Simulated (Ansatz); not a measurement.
Cost and result for the atomization energy of F4H2Si2, SMILES `F[SiH](F)[SiH](F)F` (8 atoms, 7 bonds).

Total charge 0; spin multiplicity 1. The geometry is a stationary point of PBE0-D4/def2-TZVP. It is one conformer, not always the lowest. Program: Ansatz. All runs use 4 threads of an AMD EPYC 7B13 on a shared host. Times are those of one run each, without the atoms' runs, and a repeat can differ threefold. Electronic energies, without spin–orbit coupling; frozen cores. CCSD(T)/CBS adds CCSD(T) − MP2 in def2-TZVPP to the MP2 limit, and its time is that of the two runs behind it. T1 = 0.013. B3LYP takes the VWN-RPA correlation (the form of Gaussian; ORCA's B3LYP/G).

CCSD(T)/CBS is a level of theory with its own doubt, some kJ/mol a heavy atom from the limit and from the frozen cores, so smaller differences don't rank the functionals.

| level | functions | wall time |
| --- | --- | --- |
| PBE-D4/def2-TZVPP (with forces) | 236 | 1.8 s |
| PBE0-D4/def2-TZVPP | 236 | 2.1 s |
| r2SCAN-D4/def2-TZVPP (with forces) | 236 | 3.4 s |
| B3LYP-D4/def2-TZVPP (with forces) | 236 | 3.5 s |
| B2PLYP/def2-TZVPP | 236 | 4 s |
| ωB97X-V/def2-TZVPP | 236 | 5 s |
| ωB97M-V/def2-TZVPP (with forces) | 236 | 7 s |
| MP2/def2-QZVPP | 428 | 13 s |
| CCSD(T)/def2-TZVPP | 236 | 2.1 min |
| CCSD(T)/CBS(def2) | – | 2.3 min |

**Question.** What atomization energy does each give, and how far from CCSD(T)/CBS? (Best estimate.)

**Answer.** The calculation gave: 
```tsv
level	atomization (kcal/mol)	difference from CCSD(T)/CBS	per bond
PBE-D4/def2-TZVPP (with forces)	769.1	-1.9	-0.3
PBE0-D4/def2-TZVPP	750.6	-20.4	-2.9
r2SCAN-D4/def2-TZVPP (with forces)	765.2	-5.8	-0.8
B3LYP-D4/def2-TZVPP (with forces)	757.4	-13.6	-2.0
B2PLYP/def2-TZVPP	756.3	-14.7	-2.1
ωB97X-V/def2-TZVPP	768.1	-2.9	-0.4
ωB97M-V/def2-TZVPP (with forces)	764.1	-6.9	-1.0
MP2/def2-QZVPP	791.2	20.2	2.9
CCSD(T)/def2-TZVPP	745.5	-25.5	-3.6
CCSD(T)/CBS(def2)	771.0	0.0	0.0
```

In def2-TZVPP, CCSD(T) changes the Hartree–Fock value by +170.4 kcal/mol (the triples alone add +10.8 kcal/mol) and MP2 by +200.2 kcal/mol; breaking electron pairs costs correlation energy, which Hartree–Fock lacks. The D4 term adds +6.8 kcal/mol with B3LYP and +3.6 kcal/mol with PBE0; it sums over pairs of atoms, weighted by their polarisabilities, and B3LYP, whose exchange is more repulsive, gets the larger term. From PBE to PBE0 (25 % exact exchange), in def2-TZVPP and without D4, the atomization energy moves by −17.8 kcal/mol: exact exchange takes away binding that semilocal exchange gives to molecules.
